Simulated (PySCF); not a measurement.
C₂H₈ClSi₂ (doublet state).
Z-matrix (Å and degrees, GFN2-xTB geometry), rows numbered from 1:
```
Si
C   1  1.8512
C   2  1.4351  1  123.86
Si  3  1.9455  2  111.34  1   108.10
Cl  3  1.8253  2  113.45  1  -137.31
H   1  1.4668  2  108.59  3   -20.24
H   1  1.4649  2  109.12  3  -140.52
H   1  1.4703  2  111.88  3    99.29
H   2  1.0801  1  120.12  3  -179.32
H   3  1.0881  2  113.24  1   -16.72
H   4  1.4586  3  106.64  2    57.67
H   4  1.4627  3  106.64  2   -62.30
H   4  1.4602  3  107.02  2   177.76
```

The hyperfine couplings belong to this conformer and change with its torsions.

As a line formula: `[SiH3][CH][C@@H]([SiH3])Cl` [radical].

Level of theory: PySCF 2.14.0, UKS B3LYP, pcH-1 on C Cl H Si, non-relativistic, mean-field spin-orbit, GIAO. Isolated species at its GFN2-xTB geometry (one conformer only). GFN2-xTB frequencies show an imaginary mode (36i cm⁻¹), so this geometry is no minimum at that level. The geometry wasn't refined by DFT: couplings that depend on bond lengths, twists or pyramidal angles can differ widely from those at the functional's own minimum. No stability test was run, so a lower SCF solution isn't excluded.

Largest spin populations (Mulliken): C2 (+0.92), Cl5 (+0.06) and C3 (-0.06). No atom but C2 exceeds +0.15. The angles at C2 add up to 360.0°, so it is planar; its axial dipolar tensor and the negative coupling of its proton fit spin in a p orbital normal to that plane.

**Question.** Find Q in a(H) = Q·ρ(C) for the protons on the planar carbons that carry spin.

**Answer.** 
| H | C | ρ(C) | a(H) (G) | a/ρ (G) |
| --- | --- | --- | --- | --- |
| H9 | C2 | +0.917 | -18.33 | -20.0 |

One proton gives one ratio, Q = -20.0 G, and no test of linearity. In every row coupling and population have opposite signs.

Couplings in gauss use g_iso = 2.0028.
